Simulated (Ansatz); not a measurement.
Ansatz (a program for electronic structure) input (B3LYP-D3(BJ)/def2-TZVP):

Ansatz 0.2 input:
```yaml
crystal:
  periodic: [false, false, false]
  atoms:
    - {symbol: Zn, position_ang: [-0.95383957, -0.96729498, -0.78613853]}
    - {symbol: S, position_ang: [0.00198148, 0.83451888, -0.02411760]}
    - {symbol: H, position_ang: [0.90846259, 0.16854731, 0.72682445]}
basis:
  gaussian:
    orbitals: def2-TZVP
hamiltonian:
  xc: b3lyp
  dispersion: d3bj
total_charge: 1
relax: {f_tol: 0.002, max_steps: 150}
```

Output:

```
Functional definition: B3LYP
integrals: 0.03 GiB planned
739 factors; integrals over basis functions are off by at most 2.9e-4 eV
mean field: 0.29 GiB planned
mean field evaluation 1: about -59255.9433 eV, gradient 6.1e1 eV
mean field evaluation 2: about -59188.0660 eV, gradient 1.5e2 eV
mean field evaluation 4: about -59264.9939 eV, gradient 1.1e1 eV
mean field evaluation 8: about -59265.5022 eV, gradient 3.0e-1 eV
mean field evaluation 16: about -59265.5024 eV, gradient 3.7e-5 eV
mean field -59265.50244172 eV, -2177.9670431329 hartree, gradient 3.7e-5 eV, S^2 0.000000; 0 other end points of the search recorded, 0 dependent functions left out
the calculation of the forces begins
reference -59265.50264760 eV, -2177.9670506989 hartree; 23, 23 occupied and 68, 68 virtual orbitals, 739 factors
relax step   1: F+E_penalty+E_count = -59265.61004820 eV  Δ(F+E_penalty+E_count) = +0.000e0 eV  max|allowed force component| = 1.038e-1 eV/Å  Δτ_max = 0.0000 Å  (30 SCF iters, accepted)
these checks for a lower state are left out or cut short: starts, cluster_reference, orbital_swaps, neighbouring_geometries, increment
integrals: 0.03 GiB planned
739 factors; integrals over basis functions are off by at most 2.8e-4 eV
mean field: 0.29 GiB planned
mean field -59265.50368306 eV, -2177.9670887513 hartree, gradient 8.5e-6 eV, S^2 0.000000; 0 other end points of the search recorded, 0 dependent functions left out
the calculation of the forces begins
reference -59265.50388860 eV, -2177.9670963049 hartree; 23, 23 occupied and 68, 68 virtual orbitals, 739 factors
relax step   2: F+E_penalty+E_count = -59265.61112029 eV  Δ(F+E_penalty+E_count) = -1.072e-3 eV  max|allowed force component| = 1.590e-1 eV/Å  Δτ_max = 0.0625 Å  (34 SCF iters, accepted)
these checks for a lower state are left out or cut short: starts, cluster_reference, orbital_swaps, neighbouring_geometries, increment
integrals: 0.03 GiB planned
739 factors; integrals over basis functions are off by at most 2.8e-4 eV
mean field: 0.29 GiB planned
mean field evaluation 32: about -59265.5066 eV, gradient 7.9e-6 eV
mean field -59265.50660617 eV, -2177.9671961734 hartree, gradient 7.9e-6 eV, S^2 0.000000; 0 other end points of the search recorded, 0 dependent functions left out
the calculation of the forces begins
reference -59265.50681188 eV, -2177.9672037331 hartree; 23, 23 occupied and 68, 68 virtual orbitals, 739 factors
relax step   3: F+E_penalty+E_count = -59265.61416487 eV  Δ(F+E_penalty+E_count) = -3.045e-3 eV  max|allowed force component| = 2.919e-2 eV/Å  Δτ_max = 0.0285 Å  (35 SCF iters, accepted)
these checks for a lower state are left out or cut short: starts, cluster_reference, orbital_swaps, neighbouring_geometries, increment
integrals: 0.03 GiB planned
739 factors; integrals over basis functions are off by at most 2.8e-4 eV
mean field: 0.29 GiB planned
mean field -59265.50663516 eV, -2177.9671972390 hartree, gradient 5.9e-5 eV, S^2 0.000000; 0 other end points of the search recorded, 0 dependent functions left out
the calculation of the forces begins
reference -59265.50684086 eV, -2177.9672047984 hartree; 23, 23 occupied and 68, 68 virtual orbitals, 739 factors
relax step   4: F+E_penalty+E_count = -59265.61418667 eV  Δ(F+E_penalty+E_count) = -2.179e-5 eV  max|allowed force component| = 1.530e-2 eV/Å  Δτ_max = 0.0005 Å  (22 SCF iters, accepted)
these checks for a lower state are left out or cut short: starts, cluster_reference, orbital_swaps, neighbouring_geometries, increment
integrals: 0.03 GiB planned
739 factors; integrals over basis functions are off by at most 2.8e-4 eV
mean field: 0.29 GiB planned
mean field -59265.50665864 eV, -2177.9671981017 hartree, gradient 8.6e-5 eV, S^2 0.000000; 0 other end points of the search recorded, 0 dependent functions left out
the calculation of the forces begins
reference -59265.50686432 eV, -2177.9672056605 hartree; 23, 23 occupied and 68, 68 virtual orbitals, 739 factors
relax step   5: F+E_penalty+E_count = -59265.61419840 eV  Δ(F+E_penalty+E_count) = -1.174e-5 eV  max|allowed force component| = 1.725e-3 eV/Å  Δτ_max = 0.0009 Å  (23 SCF iters, accepted)
integrals: 0.03 GiB planned
739 factors; integrals over basis functions are off by at most 2.8e-4 eV
mean field: 0.29 GiB planned
mean field -59265.50665864 eV, -2177.9671981017 hartree, gradient 8.6e-5 eV, S^2 0.000000; 1 other end points of the search recorded, 0 dependent functions left out
the calculation of the forces begins
reference -59265.50686432 eV, -2177.9672056605 hartree; 23, 23 occupied and 68, 68 virtual orbitals, 739 factors
Total energy: -59265.61440409 eV, -2177.9711576740 hartree
Atom 0 at    -0.932895    -0.962563    -0.769027 Å, force     0.000340     0.000637     0.000271 eV/Å
Atom 1 at     0.000841     0.852999    -0.025272 Å, force    -0.001725     0.000490    -0.001419 eV/Å
Atom 2 at     0.888658     0.145335     0.710868 Å, force     0.001384    -0.001127     0.001148 eV/Å
Dipole moment:    -0.199722    -0.658207    -0.155875 e Å
```
